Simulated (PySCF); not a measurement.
Isomers of CH3B3. All species are isolated molecules in the gas phase. One relaxed conformer stands for each flexible species; it need not be the lowest. Strings in code marks are SMILES.

Quantity: electronic energy of isomers of CH3B3 relative to `B1B2BC12`, in eV.

Level 1: PBE-D3(BJ)/def2-TZVP // PBE0-D3(BJ)/def2-TZVP (PySCF)
Level 2: B3LYP/3-21G // PBE0-D3(BJ)/def2-TZVP (PySCF)
Level 3: PBE/6-31G* // PBE0-D3(BJ)/def2-TZVP (PySCF)
Level 4: HF/STO-3G // PBE0-D3(BJ)/def2-TZVP (PySCF)

```
species    level 1  level 2  level 3  level 4
---------  -------  -------  -------  -------
`BC1=BB1`     1.32     1.11     1.27     1.33
`B=C=BB`      0.84   -0.031     0.83     0.61
`B=BB=C`      2.35     1.70     2.49     3.48
```
